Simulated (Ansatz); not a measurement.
Gas-phase electronic energies from Ansatz, PBE0-D4/def2-TZVP geometries. CCSD(T)/CBS is the MP2 limit (def2-TZVPP, def2-QZVPP) plus CCSD(T) − MP2 in def2-TZVPP, frozen cores. This one scheme is used for every species. DFT in def2-TZVPP. B3LYP here is the variant with VWN-RPA as its local correlation; programs differ in this. Each species was taken in one conformer, which may not be the lowest.

Reaction (hydrogenolysis of a B–C bond): `CNB(C)N` + H₂ → `CNBN` + CH₄

`CNB(C)N`:

Cartesian coordinates in Å:
```
C 1.070 1.509 0.573
N 0.994 0.093 0.333
B -0.126 -0.636 -0.137
C -1.495 0.087 -0.464
N -0.020 -2.039 -0.320
H 1.827 1.997 -0.053
H 1.302 1.741 1.619
H 0.110 1.973 0.343
H 1.850 -0.398 0.530
H -1.374 0.851 -1.239
H -1.902 0.597 0.415
H -2.259 -0.610 -0.815
H 0.810 -2.574 -0.136
H -0.788 -2.591 -0.651
```

H₂:

Cartesian coordinates in Å:
```
H 0.316 0.142 0.138
H -0.316 -0.142 -0.138
```

`CNBN`:

Cartesian coordinates in Å:
```
C 1.585 0.134 -0.692
N 0.486 0.147 0.238
B -0.850 -0.174 -0.066
N -1.885 -0.142 0.893
H 2.050 1.121 -0.799
H 2.368 -0.576 -0.399
H 1.216 -0.167 -1.673
H 0.742 0.415 1.175
H -1.120 -0.490 -1.193
H -1.761 0.108 1.858
H -2.831 -0.375 0.657
```

CH₄:

```xyz
5

C     0.000    0.000    0.000
H     0.844   -0.540    0.429
H    -0.349    0.751    0.709
H    -0.808   -0.699   -0.215
H     0.313    0.489   -0.922
```

```
             level  ΔE (kcal/mol)  difference from CCSD(T)/CBS
            PBE-D4           -6.9                          0.0
         r2SCAN-D4           -6.9                          0.0
           PBE0-D4           -7.3                         -0.4
          B3LYP-D4           -8.0                         -1.1
           ωB97X-V           -7.6                         -0.7
           ωB97M-V           -7.2                         -0.3
            B2PLYP           -9.1                         -2.2
               PBE           -8.4                         -1.5
            r2SCAN           -7.3                         -0.4
              PBE0           -8.6                         -1.7
             B3LYP          -10.4                         -3.5
     HF/def2-TZVPP          -12.7                         -5.8
    MP2/def2-TZVPP           -6.5                          0.4
SCS-MP2/def2-TZVPP           -7.9                         -1.0
   CCSD/def2-TZVPP           -8.2                         -1.3
CCSD(T)/def2-TZVPP           -7.3                         -0.4
     HF/def2-QZVPP          -12.7                         -5.8
    MP2/def2-QZVPP           -6.2                          0.7
SCS-MP2/def2-QZVPP           -7.7                         -0.8
      HF/CBS(def2)          -12.7                         -5.8
     MP2/CBS(def2)           -6.0                          0.9
    CCSD/CBS(def2)           -7.8                         -0.9
       CCSD(T)/CBS           -6.9                            0
```

Largest T1 diagnostic among the species: 0.011.

The D4 term adds +2.4 kcal/mol with B3LYP and +1.3 kcal/mol with PBE0; it sums over pairs of atoms, weighted by their polarisabilities, and B3LYP, whose exchange is more repulsive, gets the larger term. In def2-TZVPP, CCSD(T) changes the Hartree–Fock value by +5.4 kcal/mol (the triples alone add +0.9 kcal/mol) and MP2 by +6.3 kcal/mol.
